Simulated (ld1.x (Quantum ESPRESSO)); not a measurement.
# Scattering properties, PAW potential for H

ld1.x (Quantum ESPRESSO) 7.5 input, shortened:

```
&input
   title='H', zed=1., rel=1, dft='PBE', iswitch=3,
   config='1s1'
 /
 &inputp
   pseudotype=3, lpaw=.true., tm=.true., lloc=-2, rcloc=0.55,
   nlcc=.false.,
   which_augfun='BESSEL', rmatch_augfun=0.65
 /
2
1S  1  0   1.00   0.00  0.60  0.70  0.0
1S  1  0   0.00   3.95  0.60  0.70  0.0
 &test
   configts(1)='1s1'
 /
```

The phase is arctan(r·u′/u) with u = r·R(r), unwrapped; energies in Ry, scanned from -2 to 5 Ry. A pole is an energy at which the radial function vanishes at the test radius. The pseudo phase is shifted by a multiple of π to meet the all-electron one at the reference energy, and phase errors are pseudo minus all-electron; the curves can meet again beyond the range given. Levels narrower than the energy grid can be missing from the lists of poles.

```tsv
channel	radius (bohr)	reference energy (Ry)	poles, all-electron	poles, pseudo	unbroken range about the reference energy with phases within 0.05 rad	phase error 1 Ry above the reference energy (rad)
s	0.80	-0.48	none	none	the whole range	+0.000
```

Phases in the s channel:

| E (Ry) | all-electron | pseudo |
| --- | --- | --- |
| -2.00 | 0.592 | 0.592 |
| -1.76 | 0.545 | 0.545 |
| -1.52 | 0.493 | 0.493 |
| -1.28 | 0.436 | 0.436 |
| -1.04 | 0.375 | 0.375 |
| -0.80 | 0.307 | 0.307 |
| -0.56 | 0.235 | 0.235 |
| -0.32 | 0.157 | 0.157 |
| -0.08 | 0.074 | 0.074 |
| 0.16 | -0.013 | -0.013 |
| 0.40 | -0.104 | -0.104 |
| 0.64 | -0.196 | -0.196 |
| 0.88 | -0.289 | -0.289 |
| 1.12 | -0.381 | -0.381 |
| 1.36 | -0.470 | -0.470 |
| 1.60 | -0.556 | -0.556 |
| 1.84 | -0.637 | -0.637 |
| 2.08 | -0.713 | -0.713 |
| 2.32 | -0.784 | -0.784 |
| 2.56 | -0.849 | -0.849 |
| 2.80 | -0.909 | -0.909 |
| 3.04 | -0.964 | -0.964 |
| 3.28 | -1.014 | -1.014 |
| 3.52 | -1.060 | -1.060 |
| 3.76 | -1.103 | -1.103 |
| 4.00 | -1.141 | -1.141 |
| 4.24 | -1.177 | -1.177 |
| 4.48 | -1.209 | -1.209 |
| 4.72 | -1.239 | -1.239 |
| 4.96 | -1.267 | -1.267 |
